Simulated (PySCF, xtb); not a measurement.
C6H5, SMILES [c]1ccccc1 (connectivity only; charge and spin as stated), charge +1, multiplicity 1.

Harmonic wavenumbers (cm⁻¹) from xtb 6.7.1 with GFN2-xTB at its own minimum, in rising order: 387, 391, 417, 534, 595, 696, 731, 806, 847, 875, 880, 987, 1011, 1066, 1090, 1119, 1143, 1187, 1355, 1426, 1433, 1775, 3057, 3065, 3072, 3105, 3110.

Task: What does B3LYP-D3(BJ)/def2-SVP (PySCF) give at its own minimum? (Estimate from the structure and the level; the computed values follow.)

Result: 391, 403, 422, 472, 543, 658, 704, 862, 895, 948, 978, 998, 1001, 1077, 1107, 1130, 1180, 1278, 1360, 1487, 1492, 1806, 3180, 3180, 3221, 3223, 3229. Paired by order, the mean absolute difference is 53 cm⁻¹ and the zero-point energies are 51.7 and 53.2 kcal/mol.
